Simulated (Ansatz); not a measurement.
`CBr` and `CCl` differ in one element.

Ansatz, PBE0-D4/def2-TZVP geometries, multiplicity 1. 

Scalar relativity is left out up to krypton.

```
                                      property  `CBr`
            LUMO energy (PBE0/def2-TZVPP) / eV   0.07
             LUMO energy (PBE/def2-TZVPP) / eV  -0.96
           HOMO energy (B3LYP/def2-TZVPP) / eV  -7.68
         HOMO–LUMO gap (B3LYP/def2-TZVPP) / eV   7.44
size of the dipole moment (PBE/def2-TZVPP) / D   1.83
            HOMO energy (PBE0/def2-TZVPP) / eV  -7.94
```

Question: Give the same properties after the change, and the shifts. (An estimate is asked.)

Answer: The calculation gave: 
| property | `CCl` | shift |
| --- | --- | --- |
| LUMO energy (PBE0/def2-TZVPP) / eV | 0.84 | 0.77 |
| LUMO energy (PBE/def2-TZVPP) / eV | -0.24 | 0.72 |
| HOMO energy (B3LYP/def2-TZVPP) / eV | -8.16 | -0.48 |
| HOMO–LUMO gap (B3LYP/def2-TZVPP) / eV | 8.66 | 1.22 |
| size of the dipole moment (PBE/def2-TZVPP) / D | 1.82 | -0.01 |
| HOMO energy (PBE0/def2-TZVPP) / eV | -8.42 | -0.48 |

With PBE0 the HOMO falls by 0.48 eV and the LUMO rises by 0.77 eV, so the gap widens by about 1.25 eV. PBE moves the HOMO by -0.35 eV and ωB97M-V by -0.54 eV. Dipoles are sizes alone; their direction can turn.

B3LYP here is the variant with VWN-RPA as its local correlation; programs differ in this.

Spin–orbit coupling is left out; it splits and shifts lone-pair levels of the heavy atoms by tenths of an eV.
